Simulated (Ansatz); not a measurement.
Ligand exchange through a proton shuttle

Start structure (SiN$_{2}$H$_{9}$OF, closed shell), relaxed at PBE0-D4/def2-TZVP:

```json
{"atom": "Si1", "x (Å)": "-1.0202", "y (Å)": "-0.5847", "z (Å)": "-0.9599"}
{"atom": "N2", "x (Å)": "0.3327", "y (Å)": "-1.5778", "z (Å)": "-0.3995"}
{"atom": "H3", "x (Å)": "-1.4765", "y (Å)": "-0.9639", "z (Å)": "-2.3243"}
{"atom": "H4", "x (Å)": "-2.0834", "y (Å)": "-0.9213", "z (Å)": "0.0245"}
{"atom": "N5", "x (Å)": "-0.4839", "y (Å)": "1.0168", "z (Å)": "-1.0368"}
{"atom": "H6", "x (Å)": "0.7623", "y (Å)": "1.0997", "z (Å)": "1.8414"}
{"atom": "O7", "x (Å)": "0.4491", "y (Å)": "1.9888", "z (Å)": "1.6019"}
{"atom": "H8", "x (Å)": "0.8736", "y (Å)": "-1.0140", "z (Å)": "0.9459"}
{"atom": "F9", "x (Å)": "1.2019", "y (Å)": "-0.6363", "z (Å)": "1.8000"}
{"atom": "H10", "x (Å)": "1.1286", "y (Å)": "-1.5789", "z (Å)": "-1.0277"}
{"atom": "H11", "x (Å)": "0.0865", "y (Å)": "-2.5401", "z (Å)": "-0.1948"}
{"atom": "H12", "x (Å)": "-0.7687", "y (Å)": "1.6127", "z (Å)": "-1.7945"}
{"atom": "H13", "x (Å)": "-0.2054", "y (Å)": "1.5316", "z (Å)": "-0.2036"}
{"atom": "H14", "x (Å)": "1.2034", "y (Å)": "2.5673", "z (Å)": "1.7274"}
```

The step: SiN₂H₆ ([NH2][SiH2][NH2]) + H₂O + HF → SiNH₅O ([NH2][SiH2][OH]) + NH₃ + HF; bonds formed: Si1–O7, N2–H8, H6–F9; bonds broken: Si1–N2, H6–O7, H8–F9. Computed with Ansatz 0.2.0 (basis: def2-TZVPP and def2-QZVPP); correlated methods freeze the cores. Extrapolation: Hartree–Fock as exp(−7.88 √X), correlation as X^−2.97. Energies below are by CCSD(T) at an estimated basis limit (MP2 extrapolated from triple and quadruple zeta, plus CCSD(T) − MP2 in triple zeta).

Question: What are the electronic barrier and the energy of the step, from the start structure to the end structure? (An estimate is asked for; the value comes from the calculation.)

Answer: Computed: Barrier 49.1 kJ/mol; step energy -20.3 kJ/mol (downhill); reverse barrier, their difference, 69.4 kJ/mol. Barrier and step energy count from the start structure, the reverse barrier from the end structure.

The saddle point: One imaginary mode of 273i cm⁻¹.
```
  pair  start (Å)  saddle (Å)  end (Å)
Si1–O7       3.92        2.10     1.70
 N2–H8       1.56        1.16     1.02
 H6–F9       1.79        1.37     0.96
Si1–N2       1.77        1.86     2.35
 H6–O7       0.97        1.05     1.54
 H8–F9       0.99        1.27     2.09
```

Zero-point energy (harmonic, PBE0-D4): ZPE is 283.6 kJ/mol at the start and 285.6 kJ/mol at the saddle, so the barrier goes from 49.1 to 51.0 kJ/mol.

The T1 diagnostic stays at or below 0.011.

Labels in which every atom is bracketed show which atoms are joined, not bond orders.

For scale, one of the runs: CCSD(T)/def2-TZVPP, 292 basis functions, launched by `ansatz run in.yaml --threads 8 --pin off --events-out ev --progress --plain --max-ram 19148MiB`. Hardware: 8 CPU threads of an Intel Xeon, shared host. Wall time 5.2 min; peak host memory 9.8 GiB.
